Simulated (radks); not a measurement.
Spin polarisation of the 2p5 shell in F. Start: [He] 2s2 2p(up 2.5, down 2.5); electrons of 2p are moved from spin down to spin up, other shells keep equal spins. Method: non-relativistic Kohn-Sham, r2SCAN, spin-polarised, spherical densities, point nucleus; meta-GGA in the generalised Kohn-Sham scheme; computed with a radial shooting solver on a logarithmic mesh with Libxc functionals.

moment (Bohr magnetons)	E - E(0) (eV)	e(2p up) (eV)	e(2p down) (eV)	2s down minus up (eV)
0	0.000	-11.566	-11.566	0.000
0.25	-0.035	-11.837	-11.284	0.545
0.5	-0.138	-12.096	-10.990	1.092
0.75	-0.311	-12.344	-10.685	1.640
1	-0.553	-12.580	-10.367	2.190

At moment 1 the spin-polarisation energy is -0.553 eV and the 2p exchange splitting 2.213 eV, that is 2.213 eV per Bohr magneton; E = -I m^2/4 would give I = 2.212 eV.
